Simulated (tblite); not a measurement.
Species: C6H11NO2Si.
Geometry (GFN2-xTB, Å), atoms numbered from 1 in this order:
```xyz
21
C6H11NO2Si angstrom
N      4.3512   -0.9627    0.3679
C      3.4697    0.0634    0.2937
O      3.8155    1.2250    0.3228
C      2.0513   -0.3649    0.1753
C      1.0588    0.5252    0.1211
C     -0.3544    0.1175   -0.0059
O     -0.6995   -1.0436    0.0655
C     -1.3452    1.2270   -0.2036
C     -2.6713    0.6960   -0.7262
Si    -3.2685   -0.8734    0.1923
H      5.3316   -0.7522    0.4556
H      4.0631   -1.9241    0.3494
H      1.8347   -1.4235    0.1307
H      1.2861    1.5814    0.1608
H     -1.4869    1.6898    0.7795
H     -0.9163    1.9907   -0.8587
H     -3.4191    1.4847   -0.6546
H     -2.5624    0.4650   -1.7865
H     -2.9889   -2.1005   -0.5400
H     -4.7376   -0.7325    0.2402
H     -2.8208   -0.8714    1.5845
```

Computed with GFN2-xTB (tblite): harmonic, unscaled wavenumbers at the GFN2-xTB geometry, gas phase. Against measured fundamentals such values can be off by several per cent, at times by over 20. Modes of hydrogen on silicon can be 10 to 20 % off. One conformer, not necessarily the lowest.

Harmonic wavenumbers (cm⁻¹): 30.4, 37.5, 68.0, 97.0, 121.3, 135.3, 169.1, 263.5, 276.1, 289.4, 300.5, 362.2, 468.0, 496.3, 541.6, 555.6, 585.2, 589.2, 631.3, 680.5, 702.0, 741.2, 794.9, 797.9, 843.1, 868.1, 894.0, 915.3, 946.4, 1004.2, 1044.2, 1069.0, 1089.8, 1104.2, 1181.4, 1197.5, 1263.5, 1279.1, 1307.8, 1323.9, 1433.6, 1449.2, 1490.7, 1641.2, 1712.2, 1735.2, 2153.5, 2259.1, 2318.9, 2927.4, 2953.2, 2987.0, 3006.4, 3068.3, 3083.2, 3473.4, 3547.7.

A = 3573, B = 406.5, C = 371.8 MHz; mass 157.056 u (most abundant isotopes); point group C1, symmetry number 1.

Question: What is the zero-point energy?

Answer: Half the sum of the wavenumbers: 34153 cm⁻¹ = 97.65 kcal/mol.

Question: What is S at 298.15 K and 1 bar for an ideal gas of classical rigid rotors and harmonic oscillators?

Answer: Translation 41.09, rotation 30.77, vibration 41.02: S = 112.9 cal/(mol K).

Question: And Cp and H(298.15 K) − H(0)?

Answer: Cp = 47.20 cal/(mol K), of which vibrations give 39.25 (their classical limit is 57 R = 113.3); H(298.15 K) − H(0) = 8.47 kcal/mol without the zero-point energy, 6.10 from vibrations.

Question: Which modes carry the vibrational entropy at 298.15 K?

Answer: 30.4 cm⁻¹: 5.80; 37.5 cm⁻¹: 5.39; 68.0 cm⁻¹: 4.21; 97.0 cm⁻¹: 3.51; 121.3 cm⁻¹: 3.08; 135.3 cm⁻¹: 2.87 cal/(mol K); the other 51 give 16.16 together.

Question: Blend soft modes into free rotors: weight 1/[1 + (100 cm⁻¹/ν̃)⁴] for the oscillator and the rest for a rotor with moment μB/(μ + B), μ = h/(8π²ν), B = 10⁻⁴⁴ kg m². What vibrational entropy results?

Answer: 36.42 cal/(mol K) in place of 41.02, which changes −T·S at 298.15 K by +1.37 kcal/mol.

Question: What must be added to the electronic energy to get the Gibbs energy at 298.15 K and 1 bar?

Answer: ZPE + [H(298.15 K) − H(0)] − T·S = 97.65 + 8.47 − 33.65 = 72.47 kcal/mol.

Question: How do the functions run with temperature in this model?

Answer: 
| T (K) | S (cal/(mol K)) | Cp (cal/(mol K)) | H − H(0) (kcal/mol) | G − H(0) (kcal/mol) | ln q(vib) |
| --- | --- | --- | --- | --- | --- |
| 100 | 77.2 | 22.7 | 1.56 | -6.16 | 3.19 |
| 200 | 96.6 | 34.9 | 4.44 | -14.89 | 6.90 |
| 300 | 113.2 | 47.4 | 8.56 | -25.39 | 10.41 |
| 500 | 142.5 | 67.7 | 20.20 | -51.03 | 17.13 |
| 800 | 178.7 | 86.3 | 43.56 | -99.41 | 26.43 |
| 1000 | 198.9 | 94.1 | 61.65 | -137.22 | 32.05 |

q(vib) and H(0) count from the zero-point level.

Hindered rotation and anharmonicity are outside this model. Other conformers, if any are populated, would add a mixing term that is left out. The structure is chiral; the term R ln 2 for an equal mix with its mirror image is left out.

The run took 0.82 s on Arm Neoverse V2, one thread (shared host). The figure is for the frequency step alone.
